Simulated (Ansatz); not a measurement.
propane (C₃H₈), singlet, geometry from GFN2-xTB, with bond 8-2 at 1.4 times its length; Ansatz (a quantum-chemistry and plane-wave program) with SC-NEVPT2/6-31G, CASSCF(4,4).

Here is a job for Ansatz.
Ansatz 0.2 input:
```yaml
crystal:
  periodic: [false, false, false]
  atoms:
    - {symbol: C, position_ang: [0.00019816, -0.00959544, 0.59262286]}
    - {symbol: C, position_ang: [0.00203840, 1.26473711, -0.24264066]}
    - {symbol: C, position_ang: [-0.00221431, -1.25621880, -0.28345724]}
    - {symbol: H, position_ang: [-0.88125307, -0.01855469, 1.23781232]}
    - {symbol: H, position_ang: [0.88208063, -0.02151901, 1.23717471]}
    - {symbol: H, position_ang: [0.00374846, 2.14435597, 0.39712642]}
    - {symbol: H, position_ang: [-0.00350616, -2.15608872, 0.32749829]}
    - {symbol: H, position_ang: [1.23633517, 1.31579816, -1.13375841]}
    - {symbol: H, position_ang: [-0.87993462, 1.30417409, -0.87851563]}
    - {symbol: H, position_ang: [-0.88428061, -1.27207466, -0.92022745]}
    - {symbol: H, position_ang: [0.87933296, -1.27503946, -0.92086516]}
basis:
  gaussian:
    orbitals: 6-31G
magnetization: {spin_polarized: false}
correlation: {method: sc_nevpt2, electrons: all, active_space: {window: {electrons: 4, orbitals: 4}}}
```

Problem. What does Ansatz print? Leave out banner, timings and long lists.

Solution. 
```
Functional definition: HF
637 factors; integrals over basis functions are off by at most 2.3e-4 eV
mean field evaluation 1: about -3213.6597 eV, gradient 2.2e1 eV
mean field evaluation 2: about -3213.6537 eV, gradient 2.2e1 eV
mean field evaluation 4: about -3215.1416 eV, gradient 2.2e0 eV
mean field evaluation 8: about -3215.1576 eV, gradient 6.6e-3 eV
mean field -3215.15759224 eV, -118.1548622028 hartree, gradient 6.8e-6 eV, S^2 0.000000; 0 other end points of the search recorded, 0 dependent functions left out
reference -3215.15759224 eV, -118.1548622028 hartree; 13, 13 occupied and 30, 30 virtual orbitals, 637 factors
state -3216.47953998 eV, -118.2034428863 hartree
state -3216.47953998 eV, -118.2034428863 hartree; corrected -3223.26783818 eV, -118.4529082438 hartree
state -3216.45630332 eV, -118.2025889546 hartree
state -3216.45630332 eV, -118.2025889546 hartree; corrected -3223.25737032 eV, -118.4525235570 hartree
state -3216.47953998 eV, -118.2034428863 hartree; corrected -3223.26783818 eV, -118.4529082438 hartree
state -3216.41135509 eV, -118.2009371375 hartree
state -3216.41135509 eV, -118.2009371375 hartree; corrected -3223.27397175 eV, -118.4531336483 hartree
state -3216.41135509 eV, -118.2009371375 hartree; corrected -3223.27397175 eV, -118.4531336483 hartree
the orbitals are reached from a further start. From the first start the search ends at -3216.45630006 eV, -118.2025888347 hartree
WARN: the results are in doubt because another end's mean lies 0.068 eV lower, and its corrected mean 0.006 eV higher
Total energy: -3223.27397175 eV, -118.4531336483 hartree
In doubt: another end's mean lies 0.068 eV lower, and its corrected mean 0.006 eV higher
```
